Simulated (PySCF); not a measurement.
# 4-(dimethylamino)thiophenol (CN(C)c1ccc(S)cc1, C8H11NS)

Molfile (atoms numbered from 1):
```
C8H11NS
     RDKit          3D

 21 21  0  0  0  0  0  0  0  0999 V2000
   -2.4347    0.8898   -0.3935 C   0  0  0  0  0  0  0  0  0  0  0  0
   -1.6282    0.0258    0.4231 N   0  0  0  0  0  0  0  0  0  0  0  0
   -2.2402   -0.7056    1.4981 C   0  0  0  0  0  0  0  0  0  0  0  0
   -0.2532    0.1242    0.3648 C   0  0  0  0  0  0  0  0  0  0  0  0
    0.3868    0.9608   -0.5730 C   0  0  0  0  0  0  0  0  0  0  0  0
    1.7726    1.0431   -0.6429 C   0  0  0  0  0  0  0  0  0  0  0  0
    2.5851    0.3041    0.2202 C   0  0  0  0  0  0  0  0  0  0  0  0
    4.3545    0.3647    0.1885 S   0  0  0  0  0  0  0  0  0  0  0  0
    1.9622   -0.5188    1.1639 C   0  0  0  0  0  0  0  0  0  0  0  0
    0.5784   -0.6056    1.2410 C   0  0  0  0  0  0  0  0  0  0  0  0
   -2.3081    1.9630   -0.1475 H   0  0  0  0  0  0  0  0  0  0  0  0
   -2.2037    0.7656   -1.4653 H   0  0  0  0  0  0  0  0  0  0  0  0
   -3.4933    0.6346   -0.2576 H   0  0  0  0  0  0  0  0  0  0  0  0
   -3.3302   -0.6915    1.3723 H   0  0  0  0  0  0  0  0  0  0  0  0
   -1.9247   -1.7632    1.5034 H   0  0  0  0  0  0  0  0  0  0  0  0
   -2.0070   -0.2833    2.4955 H   0  0  0  0  0  0  0  0  0  0  0  0
   -0.1995    1.5638   -1.2658 H   0  0  0  0  0  0  0  0  0  0  0  0
    2.2222    1.7052   -1.3879 H   0  0  0  0  0  0  0  0  0  0  0  0
    4.4619    1.2174   -0.8510 H   0  0  0  0  0  0  0  0  0  0  0  0
    2.5683   -1.1054    1.8595 H   0  0  0  0  0  0  0  0  0  0  0  0
    0.1445   -1.2581    1.9980 H   0  0  0  0  0  0  0  0  0  0  0  0
  1  2  1  0
  2  3  1  0
  2  4  1  0
  4  5  1  0
  5  6  2  0
  6  7  1  0
  7  8  1  0
  7  9  2  0
  9 10  1  0
 10  4  2  0
  1 11  1  0
  1 12  1  0
  1 13  1  0
  3 14  1  0
  3 15  1  0
  3 16  1  0
  5 17  1  0
  6 18  1  0
  8 19  1  0
  9 20  1  0
 10 21  1  0
M  END
```

Method: TDDFT CAM-B3LYP/def2-SVPD excited states, vertical, gas phase in PySCF 2.14.0. Geometry: PBE0-D3(BJ)/def2-SVP.

Q: Give the one- and two-photon strengths of the lowest singlets.

A: δ for parallel linear polarisation; σ at the peak of a Lorentzian of half width 0.1 eV, single beam; Ω is circular over linear.
```
state  E (eV)      f  photon λ (nm)  δ (au)  σ (GM)     Ω                                main
   S1    4.32  0.039            575    0.51    0.00  1.24                      HOMO→LUMO 0.94
   S2    4.71  0.007            526    4.72    0.04  1.45  HOMO→LUMO+1 0.54, HOMO→LUMO+2 0.11
   S3    5.03  0.415            493    45.5    0.42  1.00  HOMO→LUMO+2 0.69, HOMO→LUMO+1 0.12
   S4    5.22  0.065            475     118    1.17  1.03  HOMO→LUMO+3 0.58, HOMO→LUMO+1 0.22
   S5    5.47  0.017            454     139    1.52  1.49  HOMO→LUMO+4 0.54, HOMO→LUMO+3 0.14
   S6    5.93  0.001            418     172    2.21  1.49                    HOMO→LUMO+5 0.90
```

Among these, the strongest one-photon state is S3, the strongest two-photon state S6, with a dipole change of 2.7 D (relaxed, norm of the difference vector).
